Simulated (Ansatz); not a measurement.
The cluster W2O4⁺, 6 atoms. Hardware: 4 threads of Arm Neoverse V2 on a shared host.

In the def2 sets W takes a core potential; there is no spin–orbit coupling. Correlated methods freeze 4 core orbitals; core or outer-core shells of W are correlated, in sets that lack core-valence functions. In CCSD on the charge 1 doublet the largest single amplitude is 0.17, so its Hartree–Fock determinant may place the open shell otherwise than the density functionals do.

Q: How many basis functions does each of these Ansatz runs have, and roughly what does it cost? B2PLYP/def2-TZVP, charge 1 doublet, energy, from earlier orbitals; PBE0-D4/def2-TZVP, charge 1 doublet, energy, from earlier orbitals; PBE-D4/def2-SVP, charge 1 doublet, energy, from earlier orbitals; r2SCAN-D4/def2-TZVP, charge 1 doublet, energy, from earlier orbitals; PBE0-D4/def2-SVP, charge 1 doublet, energy, from earlier orbitals; CCSD(T)/def2-SVP, charge 1 doublet, energy, from earlier orbitals; PBE-D4/def2-SVP, charge 1 doublet, energy with a search over starts; r2SCAN-D4/def2-SVP, charge 1 doublet, relaxation, 11 steps; ωB97M-V/def2-TZVP, charge 1 doublet, energy, from earlier orbitals; MP2/def2-TZVP, charge 1 doublet, energy, from earlier orbitals; PBE-D4/def2-TZVP, charge 1 doublet, energy and forces, from earlier orbitals; HSE06-D4/def2-TZVP, charge 1 doublet, energy, from earlier orbitals.

A: Other jobs shared the machine, so times can vary by a factor of up to 3. A dash marks memory too small to be measured apart from the calling script's.

```tsv
run	functions	fitting or Cholesky vectors	wall time	peak host memory (GiB)
PBE-D4/def2-SVP, charge 1 doublet, energy, from earlier orbitals	120	1186	2.5 s	–
PBE0-D4/def2-SVP, charge 1 doublet, energy, from earlier orbitals	120	1138	3.6 s	–
PBE-D4/def2-TZVP, charge 1 doublet, energy and forces, from earlier orbitals	204	1252	4.5 s	–
HSE06-D4/def2-TZVP, charge 1 doublet, energy, from earlier orbitals	204	1404	7 s	0.8
PBE-D4/def2-SVP, charge 1 doublet, energy with a search over starts	120	1186	7.5 s	–
MP2/def2-TZVP, charge 1 doublet, energy, from earlier orbitals	204	1560	8 s	0.59
PBE0-D4/def2-TZVP, charge 1 doublet, energy, from earlier orbitals	204	1404	9.5 s	0.77
r2SCAN-D4/def2-TZVP, charge 1 doublet, energy, from earlier orbitals	204	1252	11 s	–
B2PLYP/def2-TZVP, charge 1 doublet, energy, from earlier orbitals	204	1560	15 s	0.68
r2SCAN-D4/def2-SVP, charge 1 doublet, relaxation, 11 steps	120	1186	46 s	–
ωB97M-V/def2-TZVP, charge 1 doublet, energy, from earlier orbitals	204	1340	63 s	1.5
CCSD(T)/def2-SVP, charge 1 doublet, energy, from earlier orbitals	120	1138	2.9 min	2.5
```
